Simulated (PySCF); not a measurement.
Problem. Write Cartesian coordinates for `CSc1ccc(C)pc1` as optimised with PBE0-D3(BJ)/def2-SVP.

Solution. 
```xyz
18
C7H9PS angstrom
C      3.4735    0.6910    0.2056
S      2.2637    0.5384    1.5246
C      0.7374    0.3058    0.6667
C     -0.3824    0.1349    1.5019
C     -1.6695   -0.0604    1.0234
C     -2.0279   -0.1147   -0.3291
C     -3.4696   -0.3299   -0.7014
P     -0.8607    0.0602   -1.6076
C      0.6154    0.2874   -0.7211
H      3.5211   -0.2183   -0.4120
H      4.4414    0.8267    0.7077
H      3.2800    1.5689   -0.4281
H     -0.2278    0.1559    2.5846
H     -2.4648   -0.1832    1.7684
H     -4.0983    0.5050   -0.3504
H     -3.8650   -1.2514   -0.2440
H     -3.6017   -0.4114   -1.7902
H      1.5089    0.4229   -1.3362
```

Any rigid rotation of these coordinates is as good. Atoms count from 1 in this order. Of the pairs four or more bonds apart, C1···H18 is among the closest relative to their van der Waals radii: 2.51 Å, 87 % of the sum of Bondi's values. The 9 heavy atoms lie in one plane (0.007 Å rms). The 6-membered ring C3–C4–C5–C6–P8–C9 has internal angles of 102.0° to 125.8°; it is planar, 0.00 Å rms from its mean plane, widest ring torsion 0°. The 5 C–C bonds span 1.387 Å (C4–C5, aromatic) to 1.504 Å (C6–C7, drawn single), a spread of 0.117 Å.

Bonds between heavy atoms (Å): C1–S2 1.796, S2–C3 1.766, C3–C4 1.407, C4–C5 1.387, C5–C6 1.400, C6–C7 1.504, C6–P8 1.740, P8–C9 1.737, C3–C9 1.393.

Method used: PBE0-D3(BJ)/def2-SVP geometry optimisation, gas phase (PySCF 2.14.0).

Point group: near Cs, missed by 0.12 Å at most; the miss may be what the optimiser left on a soft mode. Whether it is a minimum is left open (no frequencies). The numbers are those of one conformer (C1–S2–C3–C4 179°).

Hardware: one thread, AMD EPYC 9R14 (x86_64), no GPU, on a shared host. Cost: 66 s, 0.77 GiB resident at most. These figures are those of the optimisation.
